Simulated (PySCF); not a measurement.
# Spin states and ions at one geometry of [Pb(SH)3]−

PySCF 2.14.0, RKS PBE, Pb def2-SVP with ECP60, S def2-SVP, H def2-SVP; non-relativistic Hamiltonian with scalar-relativistic core potentials where named; density fitting; no spin-orbit coupling; singlets restricted, open shells unrestricted. The geometry is relaxed for charge -1, singlet, vacuum:

```xyz
7

Pb    0.0000    0.0000    0.6034
S     2.3357   -0.3755   -0.7083
H     2.9458    0.5406    0.0996
S    -0.8426    2.2105   -0.7083
H    -1.9411    2.2809    0.0996
S    -1.4931   -1.8350   -0.7083
H    -1.0048   -2.8215    0.0996
```

Energies count from the relaxed state; an electron taken off or put on is at rest in vacuum. Charges and spins are Mulliken's.

```json
{"state": "charge -1, singlet, vacuum", "energy (eV)": "0.00", "spin squared": "0.00", "charge on Pb1 (e)": "0.22", "spin on Pb1 (e)": "0.00", "dipole about the centre of mass (D)": "5.68"}
{"state": "charge 0, doublet, vacuum", "energy (eV)": "3.01", "spin squared": "0.75", "charge on Pb1 (e)": "0.42", "spin on Pb1 (e)": "0.05", "dipole about the centre of mass (D)": "3.58"}
```

Q: What does the state charge -1, triplet, vacuum give?

A: energy (eV) 3.57, spin squared 2.00, charge on Pb1 (e) -0.09, spin on Pb1 (e) 0.97, dipole about the centre of mass (D) 3.16.

With an electron taken off (doublet) the charges change, summed by element, by Pb +0.20 e, S +0.61 e, H +0.19 e. The vertical ionisation energy is 3.01 eV, against −ε(HOMO) = 0.54 eV of the relaxed state. The level lies 2.5 eV too high, as is usual for semilocal functionals and global hybrids, which keep a self-interaction error.

Open shells may have lower solutions than those found. The basis has no diffuse functions, which an anion needs.
